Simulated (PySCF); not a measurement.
PbFBr, SMILES [F][Pb][Br] (connectivity only; charge and spin as stated), neutral, multiplicity 1.

The structure is a stationary point at PBE0-D3(BJ)/def2-TZVP. The def2 effective core potentials stand for the cores of Pb; spin–orbit coupling is left out.

Method: PySCF with C-PCM-M06-2X/def2-SVP.

The values are the electrostatic part of the solvation free energy, E(continuum) − E(gas) at the gas-phase geometry, in a cavity of scaled van der Waals radii (PySCF's table); cavitation and dispersion terms are not included. A continuum can't describe solvent molecules that bind to the metal. In vacuum the orbital gap is 6.90 eV. The dipole moment in vacuum is 4.92 D.

Computed values in water (ε = 78.36), acetonitrile (ε = 35.69), 1-octanol (ε = 9.86):
```
solvent           ε  ΔG(elec) (kcal/mol)  dipole (D)  gap (eV)
------------  -----  -------------------  ----------  --------
water         78.36                -14.5        6.80      7.59
acetonitrile  35.69                -14.2        6.77      7.58
1-octanol      9.86                -12.9        6.59      7.52
```
